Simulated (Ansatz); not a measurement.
`CC(=O)SCCCCn1c2ccccc2c2ccccc21` with charge +1, relaxed as a doublet with UKS PBE-D4/def2-SVP in Ansatz, starting from the PBE-D4/def2-SVP geometry of the neutral singlet. Force threshold 0.03 eV/Å.

Start:

Cartesian coordinates in Å:
```
C -6.585 1.888 1.676
C -5.107 1.563 1.726
O -4.652 0.453 1.930
S -4.064 3.013 1.450
C -2.427 2.205 1.545
C -2.022 1.495 0.255
C -0.638 0.850 0.356
C -0.259 0.092 -0.923
N 1.051 -0.520 -0.873
C 1.332 -1.788 -0.372
C 0.455 -2.758 0.142
C 1.008 -3.972 0.572
C 2.398 -4.218 0.498
C 3.269 -3.245 -0.008
C 2.743 -2.017 -0.446
C 3.327 -0.813 -1.005
C 4.640 -0.420 -1.319
C 4.859 0.855 -1.857
C 3.780 1.739 -2.080
C 2.461 1.374 -1.776
C 2.244 0.091 -1.244
H -7.165 0.971 1.889
H -6.860 2.282 0.677
H -6.834 2.673 2.418
H -2.476 1.489 2.390
H -1.715 3.013 1.812
H -2.047 2.217 -0.591
H -2.781 0.715 0.030
H -0.608 0.143 1.214
H 0.136 1.622 0.562
H -0.289 0.777 -1.797
H -1.007 -0.702 -1.131
H -0.627 -2.577 0.213
H 0.342 -4.749 0.979
H 2.796 -5.182 0.846
H 4.352 -3.437 -0.062
H 5.482 -1.106 -1.144
H 5.882 1.175 -2.106
H 3.976 2.738 -2.499
H 1.631 2.075 -1.948
```

**Question.** Estimate the energy that the relaxation releases and the steps that it takes.

**Answer.** 0.04 eV, in 13 steps; 59 s on 2 threads of AMD EPYC 7R13 on a shared host and a share (18 GiB) of an NVIDIA H100 80GB HBM3. The force fell under the threshold at step 10, but the optimiser went on. No frequencies were taken in this run, so the end may be a saddle point.

**Question.** Does the start keep its bonding?

**Answer.** By distances, no bond broke or formed. The bond that changes most is C2–S4, from 1.81 to 1.84 Å (atoms count from 1).

**Question.** Predict the relaxed structure.

**Answer.** 
```xyz
40

C    -6.523    1.766    1.796
C    -5.047    1.476    1.741
O    -4.528    0.386    1.861
S    -4.033    2.977    1.444
C    -2.388    2.205    1.511
C    -2.000    1.526    0.189
C    -0.615    0.879    0.277
C    -0.259    0.124   -1.018
N     1.047   -0.508   -0.938
C     1.295   -1.765   -0.400
C     0.374   -2.715    0.084
C     0.893   -3.924    0.570
C     2.281   -4.170    0.571
C     3.200   -3.209    0.085
C     2.707   -1.999   -0.402
C     3.323   -0.801   -0.965
C     4.637   -0.415   -1.229
C     4.868    0.861   -1.795
C     3.804    1.736   -2.092
C     2.475    1.369   -1.838
C     2.253    0.096   -1.275
H    -7.073    0.829    1.998
H    -6.864    2.204    0.836
H    -6.738    2.510    2.590
H    -2.413    1.463    2.335
H    -1.685    3.019    1.779
H    -2.027    2.269   -0.637
H    -2.761    0.752   -0.042
H    -0.582    0.165    1.128
H     0.164    1.645    0.476
H    -0.258    0.811   -1.887
H    -1.010   -0.662   -1.230
H    -0.709   -2.527    0.085
H     0.205   -4.690    0.956
H     2.658   -5.128    0.958
H     4.279   -3.420    0.095
H     5.481   -1.084   -1.004
H     5.901    1.176   -2.007
H     4.018    2.721   -2.532
H     1.648    2.053   -2.072
```
Bond lengths: 17 × C–C 1.39 to 1.54 Å; 3 × C–N 1.39 to 1.45 Å; 2 × C–S 1.82 to 1.84 Å; 1 × C–O 1.21 Å; 19 × C–H 1.10 to 1.11 Å.
